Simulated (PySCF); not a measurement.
A survey of ¹⁹F NMR shifts

In vacuum, fast rotation and ring inversion assumed for equivalent nuclei, a single conformation, no relativistic terms. GFN2-xTB structure; NMR shieldings at PBE0/pcSseg-1/GIAO; PySCF.

Shieldings were converted by a linear fit to measured shifts: ¹⁹F: δ = 146.13 − 0.903σ +14.6 on sp3 carbon (rms 6.0 ppm, 223 shifts, 7.0 ppm with the 5 outliers that the fit left out vs CFCl3, solution or neat liquid). A few per cent of atoms miss by over 2 rms, more outside the fitted compound classes.

Give the ¹⁹F shifts of `CC[Si@H]([SiH3])C(F)(F)F`, `C=C[C@@H](C)C(=C)C(F)F`, `C=C/C=C\CC(F)F`, `FC(F)(F)c1ncccp1`.

## Answers


```
                                                        compound                   environment  δ (ppm)
                                        CC[Si@H]([SiH3])C(F)(F)F  fluorine of a CF3 group (×3)    -57.7
[CH2:1]=[CH:2][C@@H:3]([CH3:4])[C:5](=[CH2:6])[CH:7]([F:8])[F:9]   F9: fluorine of a CF2 group   -117.9
[CH2:1]=[CH:2][C@@H:3]([CH3:4])[C:5](=[CH2:6])[CH:7]([F:8])[F:9]   F8: fluorine of a CF2 group   -137.6
                                                  C=C/C=C\CC(F)F  fluorine of a CF2 group (×2)   -113.0
                                                FC(F)(F)c1ncccp1  fluorine of a CF3 group (×3)    -59.1
```
